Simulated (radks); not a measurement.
Problem. The mean radii <r> (bohr) of the occupied orbitals of an atom or ion are listed with their occupations. All-electron calculation, Dirac Kohn-Sham, Wu-Cohen GGA, spin-unpolarised, spherical densities, finite nucleus; Fermi nuclear charge, rms radius of each element as measured or else 0.836 A^(1/3) + 0.57 fm. Program: a radial shooting solver on a logarithmic mesh with Libxc functionals.

orbital  occ.      <r>
1s1/2       2  0.02232
2s1/2       2  0.09460
2p1/2       2  0.07907
2p3/2       4  0.08580
3s1/2       2   0.2492
3p1/2       2   0.2388
3p3/2       4   0.2517
3d3/2       4   0.2236
3d5/2       6   0.2276
4s1/2       2   0.5661
4p1/2       2   0.5792
4p3/2       4   0.6086
4d3/2       4   0.6485
4d5/2       6   0.6590
5s1/2       2    1.382
5p1/2       2    1.563
5p3/2       4    1.664
6s1/2       2    4.240
4f5/2       6   0.9716
4f7/2       1   0.9949

Name the element and its charge. Open shells, if any, fill j = l - 1/2 first.

Solution. Z = 63, europium, charge 0: Eu in [Xe] 4f7 6s2. The 1s radius gives Z: for a bare nucleus <r> = (2 gamma + 1)/(2Z) with gamma = sqrt(1 - (Z/c)^2), 0.02203 bohr for Z = 63, and screening makes it slightly larger (0.02232 here). The occupations add up to 63, and the charge is Z minus that.
